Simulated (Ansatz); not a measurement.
Problem. Name a neutral molecule of C, F, Ge, Si and H with HOMO–LUMO gap (PBE0/def2-TZVPP) between 6.60 and 6.90 eV and HOMO–LUMO gap (ωB97M-V/def2-TZVPP) between 10.65 and 10.95 eV (Ansatz, PBE0-D4/def2-TZVP geometry).

Solution. `C=C[SiH](F)[GeH3]` (6.79 eV, 10.85 eV). Other molecules can fit too; these were computed, each in one conformer that needn't be the lowest.
